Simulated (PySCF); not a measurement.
Vertical excitations of a molecule C₄H₁₀O₂ from TDA-B3LYP/def2-SVPD (PySCF 2.14.0), as energy in eV (oscillator strength): 6.69 (0.029), 6.86 (0.040), 7.17 (0.001), 7.29 (0.016), 7.52 (0.006), 7.71 (0.003). Lowest triplet (TDA): 6.55 eV. The structure is a stationary point at PBE-D3(BJ)/def2-SVP. The values are those of a single conformer.

### Question
Which molecule gave these data?
(A) CC(CO)CO
(B) COC[C@H](C)O
(C) COCCCO
(D) COCCOC

### Answer
D, COCCOC
